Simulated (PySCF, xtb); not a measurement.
FH3HfS3, SMILES [F][Hf]([SH])([SH])[SH], multiplicity 1.

xtb 6.7.1 with GFN2-xTB at its own geometry gives an orbital gap of 2.29 eV and a dipole moment of 2.76 D.

The structure is a stationary point at PBE0-D3(BJ)/def2-SVP. The spin state was assumed, not searched. The structure was generated by enumeration; whether it is a known compound was not checked. The def2 effective core potentials stand for the cores of Hf; spin–orbit coupling is left out. One conformer was computed; it need not be the lowest.

Question: What does ωB97X/def2-TZVP (PySCF) give? (An estimate is asked for; the answer gives what the named calculation found.)

Answer: gap 10.39 eV (levels -10.19 and 0.21 eV), dipole 1.00 D.
